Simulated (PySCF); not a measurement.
Static response to an electric field

Compound: C8H6FN.
Structure used (GFN2-xTB), in Å, numbered top down from 1:
```
atom  x, y, z in Å
C1    -2.4427   -1.9433   -0.4631
C2    -1.7643   -0.9769   -0.2391
C3    -0.9337    0.1235    0.0509
C4    -1.1220    1.3133   -0.5508
C5    -0.2980    2.4213   -0.3070
N6     0.3795    3.3282   -0.1136
C7     0.1955   -0.1265    1.0197
C8     1.3401   -0.7659    0.2863
C9     2.3763   -0.1556   -0.2534
F10    1.2150   -2.1094    0.1809
H11   -3.0406   -2.7803   -0.6698
H12   -1.9257    1.4638   -1.2588
H13    0.5291    0.8169    1.4528
H14   -0.1398   -0.8040    1.8085
H15    2.4836    0.9102   -0.1826
H16    3.1401   -0.7063   -0.7722
```

Level: PBE0/def2-SVPD (PySCF), static field, nuclei fixed, core orbitals frozen in the response. The polarisability tensor in these axes (au):

```
x   103.35  26.04   2.26
y    26.04 133.95  -2.29
z     2.26  -2.29  68.13
```

Question: Diagonalise the tensor; give its mean and Δα, where Δα² is half the sum of the squared differences of the eigenvalues.

Answer: Principal values 67.66, 88.91 and 148.86 au; mean 101.81 au = 15.09 Å³ = 16.79 × 10⁻⁴⁰ C²·m²/J; Δα = 72.94 au (72 % of the mean).

Question: What is the dipole moment, and where does it point?

Answer: (-1.95, -2.29, -0.08) D, 3.01 D in size, pointing from the negative to the positive side. Measured along this direction, the outermost atoms are N6 at the negative end and H11 at the positive end.

Question: Form Σ f/ω² (atomic units) for the 6 lowest TDDFT singlets, given as eV and f, and set it beside the mean polarisability, which is this sum over all singlets: 4.23, 0.0211; 4.85, 0.0714; 4.99, 0.3338; 5.96, 0.0017; 6.33, 0.0103; 6.37, 0.0468.

Answer: They add up to 14.11 au, 13.9 % of the 101.81 au; the largest single term is 9.91 au, from the state at 4.99 eV. Terms in order: 0.87, 2.25, 9.91, 0.04, 0.19, 0.85 au. Higher excitations give the rest. The strengths listed sum to 0.485.

Question: Estimate the molar refractivity from the static electronic polarisability.

Answer: Lorentz–Lorenz: R = (4π/3)N_A α = 2.5225 cm³/(mol·Å³) × 15.09 Å³ = 38.1 cm³/mol, in the limit of long wavelengths.

Question: Find the Langevin capture rate constant for H3+ (3.023 u) meeting this molecule (135.048 u), k = 2.342 × 10⁻⁹ cm³/s × √(α in Å³ / reduced mass in u).

Answer: The reduced mass is 2.96 u, so k = 5.29 × 10⁻⁹ cm³/s. The formula leaves out the permanent dipole, which adds to the capture rate.

Isolated species at its GFN2-xTB geometry (one conformer only).
